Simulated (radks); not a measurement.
Results of a calculation; reference values are marked as such.
Q: Ionisation ladder of titanium, from Ti I to Ti XXII. Each ion is in the ground configuration listed by NIST, and IE = E(next ion) - E(this ion), with E = 0 for the bare nucleus. Code: a radial shooting solver on a logarithmic mesh with Libxc functionals. Model: scalar-relativistic Kohn-Sham, BLYP, spin-polarised, spherical densities, finite nucleus; open shells are filled with parallel spins first; Fermi nuclear charge, rms radius 3.5921 fm.

species   configuration  IE, Delta-SCF (eV)  <r> HOMO (bohr)
Ti I       [Ar] 3d2 4s2               6.824             3.59
Ti II      [Ar] 3d2 4s1                   ?             3.12
Ti III         [Ar] 3d2              27.512             1.43
Ti IV          [Ar] 3d1              43.520             1.26
Ti V               [Ar]              99.173             1.03
Ti VI      [Ne] 3s2 3p5              119.51            0.997
Ti VII     [Ne] 3s2 3p4              140.41            0.970
Ti VIII    [Ne] 3s2 3p3              168.98            0.935
Ti IX      [Ne] 3s2 3p2              192.52            0.912
Ti X       [Ne] 3s2 3p1              216.30            0.891
Ti XI          [Ne] 3s2              265.31            0.864
Ti XII         [Ne] 3s1              293.50            0.847
Ti XIII            [Ne]              789.83            0.284
Ti XIV     [He] 2s2 2p5              865.40            0.278
Ti XV      [He] 2s2 2p4                   ?            0.272
Ti XVI     [He] 2s2 2p3              1048.2            0.264
Ti XVII    [He] 2s2 2p2              1132.9            0.259
Ti XVIII   [He] 2s2 2p1              1217.5            0.254
Ti XIX         [He] 2s2              1343.2            0.290
Ti XX          [He] 2s1                   ?            0.286
Ti XXI             [He]              6253.6           0.0689
Ti XXII             1s1                   ?           0.0677

Estimate the withheld Delta-SCF values.

A: Ti II: 14.051 eV (NIST 13.576); Ti XV: 941.61 eV (NIST 945); Ti XX: 1428.1 eV (NIST 1425.3); Ti XXII: 6626.6 eV (NIST 6625.8).
